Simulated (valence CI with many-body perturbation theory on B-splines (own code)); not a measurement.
Mn III in three bases

Calculated by relativistic CI+MBPT: five valence electrons over a frozen Dirac-Fock core [Ar], radial functions for each j: 7 s, 7 p, 8 d, 6 f, 4 g, 1 h, with the one-electron correlation potential Σ1 (screened to all orders), the two-electron term Σ2, the three-electron term Σ3, Breit, model QED; selected single and double excitations, second order for the rest, scaled by the run's own slope (own B-spline code, finite nucleus).

Against 31 measured levels this calculation errs by 1379 cm⁻¹ on average and by 5552 at most. These come from a selection out of Corliss and Sugar, J. Phys. Chem. Ref. Data 6, 1253 (1977). Levels without a partner in it may be off by more, other configurations by 1,000 to 8,000 cm⁻¹. Among the levels kept, up to 3000 cm⁻¹ of a level comes from second order outside the variational space, and about a tenth of that is noise between levels of different J, which matters for small intervals. Only levels of the ground parity were solved; by the run's estimate the other parity begins above the list, which can be wrong where configurations are misplaced.

The reference run has the lowest level 3d5 6S_5/2 and an ionisation energy of 32.7878 eV. Its largest variational space holds 20200 state functions.

Changed runs:
A. basis 6 s, 6 p, 5 d, 5 f, 1 g
B. basis 5 s, 5 p, 4 d, 4 f

Excitation energies of the reference run in cm⁻¹, and shifts in cm⁻¹:

| Level | Reference | A | B |
| --- | --- | --- | --- |
| 3d5 4G_11/2 | 26056 | +148 | +981 |
| 3d5 4G_9/2 | 26079 | +146 | +980 |
| 3d5 4G_5/2 | 26081 | +149 | +982 |
| 3d5 4G_7/2 | 26091 | +143 | +974 |
| 3d5 4P_5/2 | 29288 | +280 | +842 |
| 3d5 4P_3/2 | 29326 | +279 | +838 |
| 3d5 4P_1/2 | 29355 | +286 | +839 |
| 3d5 4D_7/2 | 31939 | +288 | +1280 |
| 3d5 4D_1/2 | 31980 | +299 | +1288 |
| 3d5 4D_3/2 | 32014 | +290 | +1274 |
| 3d5 4D_5/2 | 32016 | +291 | +1272 |
| 3d5 2I_11/2 | 37641 | +127 | +1345 |
| Ionisation energy (eV) | 32.7878 | -0.1934 | -0.1963 |
